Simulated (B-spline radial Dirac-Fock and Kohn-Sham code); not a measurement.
## Ionisation energies of ytterbium ions, computed and tabulated

Calculated with a radial B-spline solver, using Dirac-Fock energy differences between relaxed states, corrected for Breit and QED terms. Each value is the difference of the configuration-average energies of two neighbouring ions in their tabulated ground configurations. Electron correlation is not included. NIST's values refer to the lowest levels; many for high charge states are themselves semi-empirical or theoretical. Where a p, d or f shell is open in either ion the computed value averages over both j values and all terms, while the table refers to the lowest levels; that difference holds spin-orbit splitting (largest in heavy or highly charged ions), term energies where several electrons share open shells, and correlation, and it can reach 10 % or more.

| ion | configuration | computed (eV) | NIST (eV) | kind | NIST − computed (eV) |
| --- | --- | --- | --- | --- | --- |
| Yb⁸⁺ | [Kr] 4d10 4f12 5s2 5p2 | 147.5 | 163 ± 8 | theoretical | +15.54 |
| Yb⁹⁺ | [Kr] 4d10 4f12 5s2 5p1 | 165.5 | 182 ± 9 | theoretical | +16.53 |
| Yb¹⁰⁺ | [Kr] 4d10 4f12 5s2 | 184.4 | 209 ± 10 | theoretical | +24.60 |
| Yb¹¹⁺ | [Kr] 4d10 4f11 5s2 | 214.9 | 244 ± 12 | theoretical | +29.07 |
| Yb¹²⁺ | [Kr] 4d10 4f10 5s2 | 262.0 | 279 ± 14 | theoretical | +16.98 |
| Yb¹³⁺ | [Kr] 4d10 4f10 5s1 | 284.5 | 301 ± 15 | theoretical | +16.47 |
| Yb¹⁴⁺ | [Kr] 4d10 4f10 | 297.5 | 324 ± 16 | theoretical | +26.46 |
| Yb¹⁵⁺ | [Kr] 4d10 4f9 | 332.5 | 360 ± 19 | theoretical | +27.48 |
| Yb¹⁶⁺ | [Kr] 4d10 4f8 | 368.8 | 396 ± 20 | theoretical | +27.17 |
| Yb¹⁷⁺ | [Kr] 4d10 4f7 | 406.5 | 431 ± 21 | theoretical | +24.55 |
| Yb¹⁸⁺ | [Kr] 4d10 4f6 | 445.3 | 469 ± 24 | theoretical | +23.66 |
| Yb¹⁹⁺ | [Kr] 4d10 4f5 | 485.5 | 505 ± 25 | theoretical | +19.53 |
| Yb²⁰⁺ | [Kr] 4d10 4f4 | 526.8 | 540 ± 30 | theoretical | +13.19 |
| Yb²¹⁺ | [Kr] 4d10 4f3 | 569.3 | 580 ± 30 | theoretical | +10.66 |
| Yb²²⁺ | [Kr] 4d10 4f2 | 613.0 | 610 ± 30 | theoretical | -3.04 |
| Yb²³⁺ | [Kr] 4d10 4f1 | 657.9 | 651 ± 6 | theoretical | -6.89 |
| Yb²⁴⁺ | [Kr] 4d10 | 886.9 | 882 ± 4 | theoretical | -4.86 |
| Yb²⁵⁺ | [Kr] 4d9 | 931.9 | 924 ± 4 | theoretical | -7.92 |
| Yb²⁶⁺ | [Kr] 4d8 | 977.6 | 971 ± 4 | theoretical | -6.62 |
| Yb²⁷⁺ | [Kr] 4d7 | 1024.0 | 1019 ± 4 | theoretical | -4.96 |

Problem. Where in this range is the largest relative jump, and why?

Solution. From Yb²³⁺ (657.9 eV) to Yb²⁴⁺ (886.9 eV), a factor of 1.35. The configuration goes from [Kr] 4d10 4f1 to [Kr] 4d10, so the next electron comes out of a deeper subshell.
